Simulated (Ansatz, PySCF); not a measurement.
Si(Cl)2(Me)(SH) (CH₄Cl₂SSi), SMILES C[Si](S)(Cl)Cl.

The structure is a stationary point at PBE-D3(BJ)/def2-SVP. Other conformers were not sampled.

Vertical ionisation energy (IE) and electron affinity (EA) in eV. Rows of orbital energies are one-electron estimates. Where ΔSCF, EOM or ADC give a negative EA the extra electron is unbound and the value depends on the basis.

```
level                                                                             IE          EA
------------------------------------------------------------------------  ----------  ----------
−ε(HOMO), −ε(LUMO), HF/def2-TZVP (PySCF)                                       10.77       -3.17
−ε(HOMO), −ε(LUMO), PBE/def2-TZVP (PySCF)                                       6.62        1.07
ΔSCF, CAM-B3LYP/def2-SVPD (Ansatz), final states of multiplicity 2 and 2       10.19       -0.99
ΔSCF, PBE/def2-SVPD (Ansatz), final states of multiplicity 2 and 2        (withheld)  (withheld)
```

Q: What belongs in the gaps? (An estimate is asked for; the answer gives what the named calculation found.)

A: 
- ΔSCF, PBE/def2-SVPD (Ansatz, a first-principles code), final states of multiplicity 2 and 2, IE: 9.78
- ΔSCF, PBE/def2-SVPD (Ansatz), final states of multiplicity 2 and 2, EA: -0.64

Q: What vertical singlet–triplet gap does ΔSCF give with CAM-B3LYP/def2-SVPD (Ansatz) and with PBE/def2-SVPD (Ansatz)? (Estimate from the structure and the level; the computed values follow.)

A: 5.80 and 5.50 eV (triplet above singlet where positive).
